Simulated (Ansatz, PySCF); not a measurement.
Si(Cl)(F)2(SeH) (ClF2HSeSi), SMILES F[Si](F)(Cl)[SeH]. Atoms are numbered in the order given.

```xyz
6

F     -1.3924    -0.9253    -1.0987
Si    -0.5961    -0.3025     0.1487
F     -0.7021    -1.3554     1.3585
Cl    -1.5373     1.3953     0.7738
Se     1.5137     0.0112    -0.5385
H      1.8643     0.6597     0.7359
```

The structure is a stationary point at r2SCAN-D4/def2-SVP. This is a generated structure with no PubChem entry under its InChIKey; it may be hypothetical. The values are those of a single conformer.

Vertical ionisation energy (IE) and electron affinity (EA) in eV. Rows of orbital energies are one-electron estimates. Where ΔSCF, EOM or ADC give a negative EA the extra electron is unbound and the value depends on the basis.

| level | IE | EA |
|---|---|---|
| −ε(HOMO), −ε(LUMO), M06-2X/def2-TZVP (PySCF) | 9.12 | -0.09 |
| −ε(HOMO), −ε(LUMO), PBE/def2-TZVP (PySCF) | ? | ? |
| ΔSCF, PBE0/def2-SVPD (Ansatz), final states of multiplicity 2 and 2 | 10.28 | -0.56 |
| ΔSCF, PBE/def2-SVPD (Ansatz), final states of multiplicity 2 and 2 | 10.06 | -0.38 |

### Question
Fill in the missing entries. (An estimate is asked for; the answer gives what the named calculation found.)

### Answer

- −ε(HOMO), −ε(LUMO), PBE/def2-TZVP (PySCF), IE: 6.74
- −ε(HOMO), −ε(LUMO), PBE/def2-TZVP (PySCF), EA: 1.62

### Question
What vertical singlet–triplet gap does ΔSCF give with PBE0/def2-SVPD (Ansatz, an electronic-structure program) and with PBE/def2-SVPD (Ansatz)? (The exact figures need the calculation; the answer reports its results.)

### Answer
5.10 and 4.97 eV (triplet above singlet where positive).
